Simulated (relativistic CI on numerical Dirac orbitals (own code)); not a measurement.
**Radial parameters of S I**

Calculated at this level of theory: Dirac-Coulomb-Breit CI, separate exchange-only KLI orbitals for each configuration, model QED (radiative potential, 1s self-energy scaled to tabulated hydrogen-like ionisation energies), valence Slater integrals scaled by 0.85, P86 correlation energy added to each configuration (own radial code, finite nucleus).

Slater integrals F^k, G^k are unscaled and averaged over j, outside the closed core [Ne]; ζ comes from projecting the Hamiltonian with its Breit term on Σ l·s of the shell.

- 3s²3p⁴: F^2(3p,3p) = 47523, ζ(3p) = 400.4 cm⁻¹; <r>(3p) = 2.079, <r^2>(3p) = 5.179 (bohr units).
- 3s²3p³4s: F^2(3p,3p) = 51563, ζ(3p) = 470.32, G^1(3p,4s) = 2628.7 cm⁻¹; <r>(3p) = 1.937, <r^2>(3p) = 4.446, <r>(4s) = 6.086, <r^2>(4s) = 42.4 (bohr units).
- 3s²3p³4p: F^2(3p,3p) = 51995, ζ(3p) = 474.25, F^2(3p,4p) = 4197.7, G^0(3p,4p) = 943.91, G^2(3p,4p) = 1062.5, ζ(4p) = 19.15 cm⁻¹; <r>(3p) = 1.924, <r^2>(3p) = 4.372, <r>(4p) = 8.269, <r^2>(4p) = 77.52 (bohr units).

In this model ζ of a weakly bound d, f or g electron outside closed shells comes out too small, for d by up to a factor of two or three and at times with the wrong sign; that of an outer p electron is too small as well.

For a near-neutral ion this model can misplace configurations by up to about 10,000 cm⁻¹ (more where the count of f electrons changes) and terms by 10 to 25 % of their spread. Rates follow the energies as ν³ (E1, M1) or ν⁵ (E2), so they and the lifetimes can be off by large factors. The fine structure of a lone outer electron comes out too small, for d and f at times inverted, and misplaced configurations move strength between like terms. 65 of the 68 excited levels that our extract of the measured tables holds in this range could be paired (the sources list more); they are missed by 937 cm⁻¹ on average and 3894 at most, and levels without a partner can miss by more.

Averages of the first 10 configurations, taken without configuration mixing, which lowers the lowest level and can move excited configurations by several eV; other configurations of the list can lie among them:

```json
{"Configuration": "3s²3p⁴", "Parity": "even", "States": "15", "Average energy above the lowest level (eV)": "0.9"}
{"Configuration": "3s²3p³4s", "Parity": "odd", "States": "40", "Average energy above the lowest level (eV)": "8.7"}
{"Configuration": "3s²3p³4p", "Parity": "even", "States": "120", "Average energy above the lowest level (eV)": "9.9"}
{"Configuration": "3s²3p³3d", "Parity": "odd", "States": "200", "Average energy above the lowest level (eV)": "10.7"}
{"Configuration": "3s²3p³5s", "Parity": "odd", "States": "40", "Average energy above the lowest level (eV)": "10.8"}
{"Configuration": "3s3p⁵", "Parity": "odd", "States": "12", "Average energy above the lowest level (eV)": "13.3"}
{"Configuration": "3s²3p³5p", "Parity": "even", "States": "120", "Average energy above the lowest level (eV)": "11.2"}
{"Configuration": "3s²3p³4d", "Parity": "odd", "States": "200", "Average energy above the lowest level (eV)": "11.5"}
{"Configuration": "3s²3p³6s", "Parity": "odd", "States": "40", "Average energy above the lowest level (eV)": "11.6"}
{"Configuration": "3s²3p³4f", "Parity": "even", "States": "280", "Average energy above the lowest level (eV)": "11.7"}
```
